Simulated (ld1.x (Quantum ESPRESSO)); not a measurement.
# PBEsol PAW dataset for lithium (Li), non-relativistic all-electron reference.

- Element: lithium (Li)
- Generator: ld1.x (Quantum ESPRESSO) 7.5
- Type: PAW
- Functional: PBEsol
- Relativity: non-relativistic
- Frozen core: none
- Valence charge: 3
- Reference configuration: 1s2 2s1 2p0
- Partial waves: 1s (bound): rcut 0.90, rcutus 0.95 bohr; 2s (bound): rcut 0.90, rcutus 0.95 bohr; 2p (bound, empty): rcut 3.70, rcutus 4.30 bohr; 2p channel at 3.25 Ry: rcut 3.70, rcutus 4.30 bohr
- Local potential: all-electron potential smoothed inside 1.70 bohr (lloc = -1)
- Core correction: none
- Augmentation charge: BESSEL, radius 0.70 bohr

All-electron outer shells of the reference configuration (PBEsol, non-relativistic, ld1.x):

```csv
shell,level (eV),outermost node (bohr),outermost maximum (bohr)
1s,-51.37,–,0.36
2s,-2.82,0.84,3.16
2p,-1.06,–,3.91
```

**Question.** Does the generator finish with these settings?

**Answer.** Yes, a potential is produced and its reference levels are reproduced.

**Question.** Estimate the cutoffs (Ry, on a coarse ladder) from which the occupation-weighted sum of valence levels, in a spherical-Bessel basis at the reference potential, stays within 10 and 1 mRy of its value at 400 Ry.

**Answer.** 50 Ry and 80 Ry.

**Question.** What does a ghost test show?

**Answer.** No extra level below or beside the all-electron valence levels (s, p, d, f tested).

**Question.** Is the overlap operator S = 1 + Σ q|β⟩⟨β| positive definite (Bessel basis up to 400 Ry)?

**Answer.** Yes: its lowest eigenvalue is 0.91 (s channel).

**Question.** Tests: 1s2 2s0 2p0; 1s2 2s0.5 2p0; 1s2 2s0 2p1; 1s1 2s1 2p0. Which has the largest error in its energy relative to the reference configuration, and how large is it?

**Answer.** 1s1 2s1 2p0, with +71 meV (all-electron minus pseudo) on +67.77 eV.
